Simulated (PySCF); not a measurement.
C₃H₈OSi, SMILES OC1([SiH3])CC1. The structure is a stationary point at B3LYP-D3(BJ)/def2-SVP. The structure was generated by enumeration, and PubChem lists no compound with its InChIKey, so it may never have been made. One conformer was computed; it need not be the lowest.

Computed equilibrium geometry at B3LYP-D3(BJ)/def2-SVP (PySCF confirms it by a frequency run) as bond lengths and angles (one conformer of several):
Atoms: O1 C2 Si3 C4 C5 H6 H7 H8 H9 H10 H11 H12 H13. Bonded distances (Å): O1–C2 1.413, O1–H6 0.967, C2–Si3 1.885, C2–C4 1.506, C2–C5 1.518, Si3–H7 1.494, Si3–H8 1.495, Si3–H9 1.491, C4–C5 1.504, C4–H10 1.094, C4–H11 1.093, C5–H12 1.094, C5–H13 1.094. Angles (°): C2–O1–H6 107.7, O1–C2–Si3 113.8, O1–C2–C4 113.6, O1–C2–C5 116.8, Si3–C2–C4 120.6, Si3–C2–C5 121.8, C4–C2–C5 59.6, C2–Si3–H7 110.1, C2–Si3–H8 109.1, C2–Si3–H9 110.7, H7–Si3–H8 109.0, H7–Si3–H9 109.5, H8–Si3–H9 108.4, C2–C4–C5 60.6, C2–C4–H10 119.3, C2–C4–H11 114.7, C5–C4–H10 119.3, C5–C4–H11 117.3, H10–C4–H11 114.9, C2–C5–C4 59.8, C2–C5–H12 119.2, C2–C5–H13 115.5, C4–C5–H12 119.2, C4–C5–H13 117.2, H12–C5–H13 114.9.
Charge 0, spin multiplicity 1.
